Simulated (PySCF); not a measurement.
C3H7O2, SMILES C[C](O)CO, multiplicity 2.

Coordinates come from a B3LYP-D3(BJ)/def2-SVP optimisation. The isomer is the one that the SMILES or the coordinates give; other isomers of the formula were not compared. The values are those of a single conformer.

Method: PySCF with SMD-M06-2X/6-31G*.

Solvation free energies are E(SMD) − E(gas) at the gas-phase geometry, for 1 M in both phases. In vacuum the dipole moment is 1.54 D.

Problem. Rank water, N,N-dimethylformamide, acetone by solvation free energy, most negative first.

Solution. water (-9.6 kcal/mol), acetone (-7.5 kcal/mol), N,N-dimethylformamide (-7.0 kcal/mol)
